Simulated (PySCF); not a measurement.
HKO (SMILES [OH][K]), singlet, geometry from GFN2-xTB (such geometries of metal compounds can be far from the true shape). Base run: PBE0/def2-SVP in PySCF.

Input for PySCF:
```python
from pyscf import gto, scf, dft

mol = gto.Mole()
mol.atom = '''
    K    -0.515992   -0.253325   -0.435053
    O     1.047786    0.444316    0.880931
    H     1.421565    1.258641    1.218564
'''
mol.basis = 'def2-svp'
mol.charge = 0
mol.spin = 0
mol.verbose = 5
mol.build()

mf = dft.RKS(mol)
mf.xc = 'pbe0'
mf.kernel()
mo_i, mo_e, stable_i, stable_e = mf.stability(internal=True, external=True, return_status=True, nroots=6, tol=1e-6)
print('internally stable:', stable_i, ' externally stable:', stable_e)
if not stable_e:
    umf = mf.to_uhf() if not hasattr(mf, 'xc') else mf.to_uks()
    umf.scf_summary = {}
    umf.kernel(umf.make_rdm1(mo_e, umf.mo_occ))
mf.analyze()
```

The bond that is stretched is that between atoms 1 and 2. A test that says stable can miss a lower solution.

Variants of this job, named by their change:

| change | ΔE vs base (mEh) | <S^2> | E after following the instability (Eh) | <S^2> there | HOMO-LUMO gap (eV) | stability test says | outcome |
|---|---|---|---|---|---|---|---|
| base | 0.000 | 0.000 | - | - | 3.47 | stable | converged |
| bond × 1.25 | 21.929 | 0.000 | - | - | 2.18 | stable | converged |
| bond × 1.5 | 57.546 | 0.000 | -675.30137 | 0.18 | 1.46 | external instability | converged |
| bond × 1.8 | 89.141 | 0.000 | -675.27747 | 0.50 | 1.12 | external instability | converged |
| bond × 2.2 | - | - | - | - | - | - | not converged |
| bond × 3.0 | - | - | - | - | - | - | not converged |

Where a bond breaks into two radicals, a solution with restricted orbitals usually stops being the lowest and lies too high; an unrestricted one lies lower at the price of spin contamination, which <S^2> shows.
